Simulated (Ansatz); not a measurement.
LaCl₃, relaxed as a triplet with UKS PBE0-D4/def2-SVP in Ansatz, starting from the PBE0-D4/def2-SVP geometry of the neutral singlet. Force threshold 0.02 eV/Å.

In the def2 sets La takes a core potential; there is no spin–orbit coupling. At PBE0-D4/def2-SVP a singlet of charge 0 lies 4.64 eV below the triplet, each at its own geometry. The structure comes from a short search, and lower isomers may exist.

Start:

```xyz
4

La    0.178    0.193    0.098
Cl    1.858   -1.781   -0.127
Cl   -0.551    1.430   -2.071
Cl   -1.484    0.158    2.100
```

| step | energy (eV) | largest force component (eV/Å) | SCF passes |
| --- | --- | --- | --- |
| 1 | -38405.9956 | 0.917 | 238 |
| 2 | -38406.1125 | 0.204 | 218 |
| 3 | -38406.1294 | 0.124 | 122 |
| 4 | -38406.1398 | 0.177 | 111 |
| 5 | -38406.1428 | 0.043 | 195 |
| 6 | -38406.1437 | 0.006 | 182 |

Force components are those of the run's own axes.

End:

| atom | x (Å) | y (Å) | z (Å) |
| --- | --- | --- | --- |
| La1 | 0.0509 | -0.0083 | -0.0773 |
| Cl2 | 1.9972 | -1.8213 | -0.0140 |
| Cl3 | -0.5778 | 1.6108 | -2.0913 |
| Cl4 | -1.4702 | 0.2188 | 2.1826 |

By distances, no bond broke or formed. The bond that changes most is La1–Cl4, from 2.60 to 2.73 Å (atoms count from 1).

No frequencies were taken in this run, so the end may be a saddle point.

It took 53 s on 4 threads of Arm Neoverse V2 on a shared host.
